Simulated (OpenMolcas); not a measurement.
Ir3+ with its 6 nearest fluoride ions at 1.972 Å, on the Ga site of K2NaGaF6 (a = 8.246 Å, distance in the model lattice 1.938 Å). The rest of the host is ab initio model potentials to 7.6 Å, with orthogonalisation functions on the cations behind the ligands, and point charges beyond; the distance is set by hand and nothing relaxes. Ligand basis ANO-RCC-VDZP.
```
Ir    0.0000    0.0000    0.0000
F     1.9720    0.0000    0.0000
F     0.0000    1.9720    0.0000
F    -1.9720    0.0000    0.0000
F     0.0000   -1.9720    0.0000
F     0.0000    0.0000    1.9720
F     0.0000    0.0000   -1.9720
```

```
Program             : OpenMolcas
Method              : SS-CASPT2, IPEA 0.25 Eh, imaginary shift 0.1 Eh (closed shells correlated: 5s 5p and the ligand valence shells)
Basis               : ANO-RCC-VTZP [8s7p5d3f1g]
Scalar Hamiltonian  : DKH2, point nucleus
Active space        : 6 electrons in 5 orbitals (5d)
State averaging     : 2S+1 = 5 even, 5 roots; 2S+1 = 3 even, 45 roots; 2S+1 = 1 even, 50 roots
Spin-orbit coupling : state interaction with AMFI integrals over the reference wave functions
```

**Question.** What is the spin-free ground state (labels of O, the rotations of Oh)?

**Answer.** 1A1, 1-fold in its orbital part; d6 allows 2S+1 = 5, so this is a state of lower spin.

**Question.** Where is the first state of the same spin?

**Answer.** 1T1 at 28000 cm-1 above the ground state.

**Question.** What are the lowest two levels with spin-orbit coupling?

**Answer.** A 1-fold level, then a 2-fold level 21570 cm-1 above it. Their leading multiplicities are 1 (89 %) and 3 (92 %).

**Question.** What is χT at 300 K?

**Answer.** 0.02 cm3 K/mol.

Roots that are degenerate in the reference are averaged as groups; the widest CASPT2 spread within a group is 190 cm-1 (the 3-fold group of multiplicity 1 near 73800 cm-1 above the lowest state of its run). Shifts and gaps below about the spread of the groups concerned are not significant. Over all roots computed the reference weight is 0.71 to 0.72; a low but even weight reflects the number of correlated electrons. The least metal-like active orbital is 78 % on the metal (Löwdin) and no ligand orbital is active, so the numbers are rough. Ligand-to-metal charge-transfer states are missing. With no ligand orbital active B as a rule stays too high, so bands that hang on it stand too high and its fall with covalency is understated. With one d shell and no ligand orbital active, 10Dq can be off by a tenth or more. No measured value stands beside these numbers; the geometry was set by hand and not optimised.
